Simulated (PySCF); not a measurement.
WO2Cl2, SMILES [W](=[O])([Cl])([Cl])=[O], multiplicity 1.

Geometry: B3LYP-D3(BJ)/def2-SVP. The spin state was assumed, not searched. The isomer is the one that the SMILES or the coordinates give; other isomers of the formula were not compared. The def2 effective core potentials stand for the cores of W; spin–orbit coupling is left out.

All values below come from B3LYP-D3(BJ)/def2-SVP run with PySCF.

Frequencies are harmonic and unscaled.

```json
[
 {"mode": "1", "ν (cm⁻¹)": "111", "IR (km/mol)": "0.6", "Raman (Å⁴/amu)": "2.8", "depolarisation": "0.75", "moving atoms (share of kinetic energy)": "Cl 85 %, W 14 %"},
 {"mode": "2", "ν (cm⁻¹)": "158", "IR (km/mol)": "4.8", "Raman (Å⁴/amu)": "1.5", "depolarisation": "0.75", "moving atoms (share of kinetic energy)": "O 44 %, Cl 35 %, W 22 %"},
 {"mode": "3", "ν (cm⁻¹)": "212", "IR (km/mol)": "0.0", "Raman (Å⁴/amu)": "4.6", "depolarisation": "0.75", "moving atoms (share of kinetic energy)": "O 81 %, Cl 19 %"},
 {"mode": "4", "ν (cm⁻¹)": "225", "IR (km/mol)": "6.5", "Raman (Å⁴/amu)": "0.9", "depolarisation": "0.75", "moving atoms (share of kinetic energy)": "O 74 %, Cl 18 %"},
 {"mode": "5", "ν (cm⁻¹)": "344", "IR (km/mol)": "0.0", "Raman (Å⁴/amu)": "3.6", "depolarisation": "0.54", "moving atoms (share of kinetic energy)": "O 78 %, Cl 21 %"},
 {"mode": "6", "ν (cm⁻¹)": "416", "IR (km/mol)": "26.2", "Raman (Å⁴/amu)": "8.6", "depolarisation": "0.10", "moving atoms (share of kinetic energy)": "Cl 69 %, O 16 %, W 15 %"},
 {"mode": "7", "ν (cm⁻¹)": "423", "IR (km/mol)": "76.9", "Raman (Å⁴/amu)": "0.9", "depolarisation": "0.75", "moving atoms (share of kinetic energy)": "Cl 71 %, W 27 %"},
 {"mode": "8", "ν (cm⁻¹)": "1006", "IR (km/mol)": "148.4", "Raman (Å⁴/amu)": "7.9", "depolarisation": "0.75", "moving atoms (share of kinetic energy)": "O 89 %, W 11 %"},
 {"mode": "9", "ν (cm⁻¹)": "1042", "IR (km/mol)": "85.4", "Raman (Å⁴/amu)": "31.1", "depolarisation": "0.00", "moving atoms (share of kinetic energy)": "O 94 %"}
]
```
